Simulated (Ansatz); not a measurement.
```yaml
crystal:
  periodic: [false, false, false]
  atoms:
    - {symbol: N, position_ang: [-0.798038, 0.431657, -0.705552]}
    - {symbol: Ge, position_ang: [0.574495, -0.034407, 0.380825]}
    - {symbol: F, position_ang: [0.446931, -1.702920, 0.898093]}
    - {symbol: H, position_ang: [-0.836437, -0.034573, -1.599924]}
    - {symbol: H, position_ang: [-1.715708, 0.440195, -0.285370]}
    - {symbol: H, position_ang: [0.502621, 0.789869, 1.668294]}
    - {symbol: H, position_ang: [1.887336, 0.042178, -0.401965]}
basis:
  gaussian: {orbitals: def2-SVP, final_grid: {core_spheres: 1, valence_spheres: 1, degree: 1}}
hamiltonian: {xc: {name: r2SCAN}}
accuracy: high
```

```sh
$ ansatz run in.yaml --threads 2 --pin off --events-out ev --progress --plain --max-ram 22528MiB --backend cpu
```

It prints (some lines left out):

```
Functional definition: r2SCAN
1721 factors; integrals over basis functions are off by at most 4.6e-9 eV
mean field evaluation 1: about -60771.6017 eV, gradient 6.4e1 eV
mean field evaluation 2: about -60750.1155 eV, gradient 1.1e2 eV
mean field evaluation 4: about -60778.7390 eV, gradient 9.0e0 eV
mean field evaluation 8: about -60738.1695 eV, gradient 2.4e2 eV
mean field evaluation 16: about -60842.9218 eV, gradient 2.0e1 eV
mean field evaluation 32: about -60823.6476 eV, gradient 2.1e2 eV
mean field evaluation 64: about -60900.5027 eV, gradient 2.8e1 eV
mean field -60908.34110909 eV, -2238.3402506025 hartree, gradient 2.5e-8 eV, S^2 0.000000; 0 other end points of the search recorded, 0 dependent functions left out
reference -60908.34111337 eV, -2238.3402507598 hartree; 26, 26 occupied and 54, 54 virtual orbitals, 1721 factors
Total energy: -60908.34111337 eV, -2238.3402507598 hartree
```

Problem. Something in this input is off. What?

Solution. The integration grid is far too coarse. Self-consistency was reached. The result belongs to that input, not to the molecule as meant.
